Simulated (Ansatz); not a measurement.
Program: Ansatz. Geometries: PBE0-D4/def2-TZVP. ΔE: electronic, gas phase. CCSD(T)/CBS is the MP2 limit (def2-TZVPP, def2-QZVPP) plus CCSD(T) − MP2 in def2-TZVPP, frozen cores. This one scheme is used for every species. DFT in def2-TZVPP. HSE06 is defined as in plane-wave codes. Each species was taken in one conformer, which may not be the lowest.

Reaction (silylene formation by 1,1-elimination): `[SiH3]O[SiH2][SiH3]` → SiH₄ + `[SiH]O[SiH3]`

Question: Is it downhill or uphill in electronic energy at CCSD(T)/CBS, and by how much? (An estimate is asked.)

Answer: The calculation gave: Uphill: ΔE = +186.5 kJ/mol.

Question: What do these levels give: r2SCAN-D4, HSE06-D4, ωB97X-V, ωB97M-V, BHLYP, RPA@PBE/def2-TZVPP? (Best estimate.)

Answer: The calculation gave: r2SCAN-D4 205.8, HSE06-D4 202.9, ωB97X-V 195.7, ωB97M-V 174.0, BHLYP 179.1, RPA@PBE/def2-TZVPP 161.4 kJ/mol.

Largest T1 diagnostic among the species: 0.014.

At CCSD(T), def2-SVP lies −21.9 kJ/mol from the extrapolated value and def2-TZVPP −7.9 kJ/mol. Leaving LDA and LC-ωPBE aside and taking each functional with its dispersion term where it has one, the values, not all of them listed here, spread over 42.9 kJ/mol, from BLYP-D4 to r2SCAN0-D4. LDA lies +29.6 kJ/mol from PBE without D4. From PBE to PBE0 (25 % exact exchange), in def2-TZVPP and without D4, ΔE moves by +12.3 kJ/mol.
